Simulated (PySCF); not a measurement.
## Si⁺ (silicon, charge +1): UHF calculation

Configuration: [Ne] 3s1 3p2, high-spin 4P determinant (an excited configuration). Computed with PySCF 2.14 in def2-QZVPPD (10s6p5d2f1g, 76 functions), with no relativity, point nucleus.

* Total energy: -288.435878 hartree
* One-electron energy: -395.2161 hartree
* Hartree (Coulomb) energy: 126.9544 hartree
* Exchange energy: -20.1742 hartree
* Kinetic energy: 288.43498 hartree
* ⟨S²⟩: 3.7501
* ⟨L²⟩: 2.019
* Sum of ⟨r⟩: 11.37 bohr
* Sum of ⟨r²⟩: 20.90 bohr²
* Traceless quadrupole moment −½Σ⟨3z² − r²⟩ along its main axis: 2.91 e·bohr²
* Density at the nucleus (Gaussians lack the cusp): 1750 bohr⁻³
* Spin density at the nucleus: 5.03 bohr⁻³
* Langevin diamagnetic susceptibility: -16.6 ×10⁻⁶ cm³/mol

```tsv
shell	electrons	mean orbital energy (eV)	spread (eV)	rms radius, mean of both spins (bohr)
1s α	1	-1883.6	0	0.129
1s β	1	-1882.7	0	0.129
2s α	1	-178.54	0	0.615
2s β	1	-177.30	0	0.615
2p α	3	-126.98	0.388	0.598
2p β	3	-125.87	0.519	0.598
3s α	1	-27.168	0	2.20
3p α	2	-17.607	0	2.56
```

Spin-orbit constants ζ (cm⁻¹) from the X2C one-electron operator on these orbitals (non-relativistic here): bare nucleus, nucleus screened by l(l+1)(2l+1)/3 electrons, and screened by the Breit-Pauli mean field of the electrons.

```tsv
shell	bare	screened nucleus	mean field
2p	3867	3315	3066
3p	231.2	198.2	180.5
```

To first order the Landé constant is A = 60.17 cm⁻¹, so the lowest level has J = 1/2 and lies 0.0187 eV below the centre of the term. This holds in LS coupling only.
